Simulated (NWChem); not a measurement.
# BHOF cation; SMILES [OH+]=BF

```xyz
4

O      0.0003    -1.1863     0.0000
B     -0.0002     0.0383     0.0000
F      0.0001     1.2788     0.0000
H     -0.0039    -2.1552     0.0000
```
Atoms are numbered in this order, from 1.

Coordinates come from a PBE0/def2-SVP optimisation.

 Unshifted, non-relativistic core excitations; the lowest 4 roots alone, so stronger bands may lie above.

Q: List the first B K-edge excitations from PBE/def2-TZVP, restricted-window TDA (NWChem).

A: 
| state | energy (eV) | dipole oscillator strength | leading excitation (squared amplitude) |
|---|---|---|---|
| S1 | 181.2 | 0.0000 | 1s of atom 2 or its equivalents → LUMO (0.99) |
| S2 | 182.0 | 0.0652 | 1s of atom 2 or its equivalents → LUMO+1 (1.00) |
| S3 | 182.0 | 0.0652 | 1s of atom 2 or its equivalents → LUMO+2 (1.00) |
| S4 | 183.6 | 0.0043 | 1s of atom 2 or its equivalents → LUMO+3 (1.00) |
